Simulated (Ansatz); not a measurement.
Consider the cleavage of the B–Si bond: `N[SiH2]B(F)F` + `CNC` → `CN(C)B(F)F` + `N[SiH3]`.

Isolated molecules relaxed with PBE0-D4/def2-TZVP in Ansatz; ΔE leaves out vibrations. CBS: MP2 limit from def2 TZ/QZ plus the TZ coupled-cluster correction, frozen cores. This one scheme is used for every species. DFT in def2-TZVPP. One conformer a species, not always the lowest.

`N[SiH2]B(F)F`:

```xyz
9

N    -1.387    0.103   -0.894
Si   -0.347    0.377    0.450
B     1.522   -0.442    0.349
F     2.397   -0.299    1.330
F     1.938   -1.145   -0.692
H    -1.758   -0.820   -1.052
H    -1.190    0.557   -1.772
H    -0.172    1.846    0.614
H    -1.002   -0.176    1.667
```

`CNC`:

Cartesian coordinates in Å:
```
C -0.816 -0.846 -0.282
N 0.378 -0.095 -0.594
C 0.632 0.968 0.351
H -0.933 -1.670 -0.988
H -1.691 -0.197 -0.384
H -0.831 -1.261 0.741
H 1.174 -0.717 -0.632
H -0.165 1.714 0.282
H 1.572 1.468 0.106
H 0.681 0.634 1.401
```

`CN(C)B(F)F`:

```xyz
12

C    -0.268   -0.090    1.334
N     0.027    0.146   -0.059
C     0.062   -1.041   -0.878
B     0.258    1.420   -0.572
F     0.529    1.614   -1.863
F     0.221    2.503    0.205
H    -1.246   -0.570    1.450
H    -0.277    0.850    1.882
H     0.483   -0.749    1.785
H     0.289   -0.781   -1.910
H    -0.903   -1.560   -0.854
H     0.826   -1.740   -0.519
```

`N[SiH3]`:

Cartesian coordinates in Å:
```
N -0.588 0.477 -0.752
Si 0.446 -0.228 0.428
H -1.325 1.097 -0.461
H -0.875 -0.066 -1.550
H 0.925 0.857 1.323
H -0.171 -1.278 1.294
H 1.588 -0.858 -0.283
```

```json
{"species": "`N[SiH2]B(F)F`", "PBE energy (Eh)": "-571.00481"}
{"species": "`CNC`", "PBE energy (Eh)": "-135.02910"}
{"species": "`CN(C)B(F)F`", "PBE energy (Eh)": "-359.01404"}
{"species": "`N[SiH3]`", "PBE energy (Eh)": "-347.07124"}
```

Problem. Work out ΔE.

Solution. ΔE = (-359.01404) + (-347.07124) − (-571.00481) − (-135.02910) = -0.05137 Eh = -32.2 kcal/mol. CCSD(T)/CBS gives -35.8 kcal/mol.

Largest T1 diagnostic among the species: 0.013.

From PBE to PBE0 (25 % exact exchange), in def2-TZVPP and without D4, ΔE moves by −1.9 kcal/mol. At CCSD(T), def2-SVP lies −5.0 kcal/mol from the extrapolated value and def2-TZVPP −0.3 kcal/mol.
